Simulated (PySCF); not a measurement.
These 2 structures share the formula C3H4Cl2OSi. Level of theory: PBE0-D3(BJ)/def2-SVP geometry optimisation, gas phase in PySCF 2.14.0. One conformer each; no zero-point energy, no entropy. No frequencies were run at this level. Point groups hold within 0.08 Å.

Problem. Order them by energy at this level, lowest first, and give relative energies in kcal/mol.
A. `[CH3:1][C:2](=[C:3]=[O:4])[SiH:5]([Cl:6])[Cl:7]` with C1–C2–Si5–Cl6 60°
B. `[CH:1]#[C:2][Si@@H:3]([OH:4])[CH:5]([Cl:6])[Cl:7]` with C2–Si3–O4–H 70°, C2–Si3–C5–Cl6 -71°

Solution. A (0.0), B (75.1).

As drawn, the lower has a C=O bond, cumulated double bonds and a C=C bond outside aromatic rings, which the higher lacks; the higher has a C≡C bond, an O–H bond and an Si–O bond, which the lower lacks.

| SMILES | E (Eh) | E rel (kcal/mol) | dipole (D) | point group | A, B, C (MHz) |
| --- | --- | --- | --- | --- | --- |
| CC(=C=O)[SiH](Cl)Cl | -1400.78109 | 0.0 | 1.25 | near Cs | 1767, 973.3, 813.3 |
| C#C[Si@@H](O)C(Cl)Cl | -1400.66148 | 75.1 | 2.17 | C1 | 2025, 986.7, 849.4 |

Problem. How do the relative energies change in single points at B97-D/pcSseg-1 (no added dispersion term) on the same geometries?

Solution. 
| SMILES | PBE0-D3(BJ)/def2-SVP (kcal/mol) | B97-D/pcSseg-1 (kcal/mol) | shift |
| --- | --- | --- | --- |
| CC(=C=O)[SiH](Cl)Cl | 0.0 | 0.0 | 0.0 |
| C#C[Si@@H](O)C(Cl)Cl | 75.1 | 68.1 | -7.0 |

Each column counts from its own lowest isomer. The order is unchanged; the largest shift is 7.0 kcal/mol.
